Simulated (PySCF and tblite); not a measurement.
Values are calculated unless marked as measured or tabulated.
System: C₇H₉N, numbered as in [CH3:1][N:2]1[CH2:3][CH:4]=[C:5]1[CH:6]1[CH:7]=[CH:8]1.

For the pyramidal inversion at N2: electronic barrier 6.18 kcal/mol, zero-point change -0.74 kcal/mol, thermal and entropy terms at 350 K a further 0.04 kcal/mol (symmetry numbers apart). The minimum is C1, the saddle Cs. Level: PBE0/pcSseg-1 + D3(BJ) on GFN2-xTB stationary points, with GFN2-xTB thermal terms. Rate constants are transition-state-theory values, counting equivalent paths, without tunnelling. (PySCF 2.14 with density fitting, tblite 0.8.)

Task: How many equivalent paths lead out of the minimum?

Result: 1: the symmetry number of the minimum is 1, that of the saddle displaced along its mode 1.

Task: Work out the rate at 350 K.

Result: ΔG‡ = 5.48 kcal/mol; k_B T/h = 7.3×10¹² s⁻¹; exp(−ΔG‡/RT) = 0.00038; times 1 gives k = 2.8×10⁹ s⁻¹. Wigner's tunnelling factor for the 232i cm⁻¹ mode would be 1.04.
